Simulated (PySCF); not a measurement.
Ligand exchange on a metal centre used in film growth or etching (W Cl-F). Gas-phase values, no solvent.

The HOMO from two functionals at the same geometries (r2SCAN-D4/def2-SVP), both in PySCF: PBE-D3(BJ)/def2-TZVP and B3LYP-D3(BJ)/def2-TZVP. B3LYP has the VWN-RPA correlation part, as in Gaussian. 

| species | PBE-D3(BJ)/def2-TZVP (eV) |
|---|---|
| 0 of 6 Cl replaced by F ([W(Cl)6]) | -7.84 |
| 3 of 6 Cl replaced by F ([W(Cl)3(F)3]) | -8.43 |
| 5 of 6 Cl replaced by F ([W(Cl)(F)5]) | -9.09 |
| 6 of 6 Cl replaced by F ([W(F)6]) | -10.65 |

**Question.** What does B3LYP-D3(BJ)/def2-TZVP give for each?

**Answer.** 
- 0 of 6 Cl replaced by F ([W(Cl)6]): -8.92
- 3 of 6 Cl replaced by F ([W(Cl)3(F)3]): -9.59
- 5 of 6 Cl replaced by F ([W(Cl)(F)5]): -10.37
- 6 of 6 Cl replaced by F ([W(F)6]): -12.47
Over these rows, drawn at random from the members with no instability flagged (it was tested for open shells, ions and some series alone), PBE minus B3LYP-D3(BJ): mean +1.33 eV, from +1.08 eV to +1.83 eV.
